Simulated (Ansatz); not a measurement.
A calculation with Ansatz (development build ahead of 0.2.0).

```yaml
crystal:
  periodic: [false, false, false]
  atoms:
    - { symbol: Sc, position_ang: [0.0, 0.0, 0.0] }
basis:
  gaussian: { orbitals: def2-SVP }
magnetization:
  initial_magnetization: 1
hamiltonian:
  xc: hf
correlation:
  method: ccsd_t
  frozen_orbitals: { Sc: 5 }
```

The input is written out in the form of the current development build from the run's settings. Correlation on restricted open-shell orbitals is semicanonical, with singles.

The run gave:

```json
{
  "Converged": "yes",
  "Reference energy": "-759.62739 hartree",
  "CCSD correlation energy": "-0.18408 hartree",
  "Triples correction": "-0.00399 hartree",
  "Total energy": "-759.81546 hartree",
  "Spin squared of the determinant": "0.750"
}
```
